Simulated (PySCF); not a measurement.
Computed IR spectrum (relative IR intensity) of a molecule C₂H₇BO₃. Geometry optimised at PBE0-D3(BJ)/def2-SVP. The values are those of a single conformer. Method: PBE0-D3(BJ)/def2-SVP (PySCF). Harmonic, unscaled wavenumbers; measured fundamentals usually lie a few per cent lower.

ν (cm⁻¹): 57 (vw), 195 (vw), 230 (w), 279 (m), 290 (m), 380 (w), 441 (w), 496 (w), 562 (m), 660 (m), 698 (m), 758 (w), 924 (vw), 1011 (w), 1023 (s), 1076 (m), 1103 (vw), 1144 (m), 1186 (m), 1313 (s), 1355 (m), 1385 (w), 1439 (m), 1467 (m), 1488 (m), 1515 (vs), 2994 (m), 3040 (w), 3129 (w), 3162 (vw), 3789 (s), 3882 (w), 3897 (m) (against the strongest line: vs over 80 %, s over 45 %, m over 15 %, w over 4 %, vw less)

Which molecule gave these data?
A) CCOB(O)O
B) C[C@H](O)B(O)O
C) OCCB(O)O
D) COB(O)OC

B, C[C@H](O)B(O)O
